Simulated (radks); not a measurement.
All-electron atom: Mo4+ in [Kr] 4d2 (the NIST ground configuration). Calculated with a radial shooting solver on a logarithmic mesh with Libxc functionals: scalar-relativistic Kohn-Sham, XLYP, spin-polarised, spherical densities, finite nucleus; open shells are filled with parallel spins first (spin-orbit coupling, left out, can overturn this in heavy ions); Fermi nuclear charge, rms radius 4.4091 fm.

Normalised radial functions P(r) = r R(r), r in bohr:

r,4d down
0.00156,0.0000
0.002031,0.0000
0.002666,0.0000
0.003472,0.0000
0.004521,0.0001
0.005886,0.0001
0.007726,0.0003
0.01006,0.0005
0.0131,0.0011
0.01706,0.0023
0.02239,0.0049
0.02916,0.0098
0.03796,0.0190
0.04943,0.0359
0.06489,0.0664
0.08449,0.1143
0.11,0.1844
0.1433,0.2738
0.188,0.3682
0.2448,0.4248
0.3188,0.3966
0.4151,0.2417
0.5406,-0.0411
0.7096,-0.4040
0.9239,-0.7136
1.203,-0.8649
1.567,-0.8087
2.056,-0.5904
2.677,-0.3361
3.486,-0.1337
4.54,-0.0335

4d down (empty): eigenvalue -45.296 eV, 1 radial node at r = 0.523 bohr, <r> = 1.54 bohr, 90 % of the charge inside 2.36 bohr.
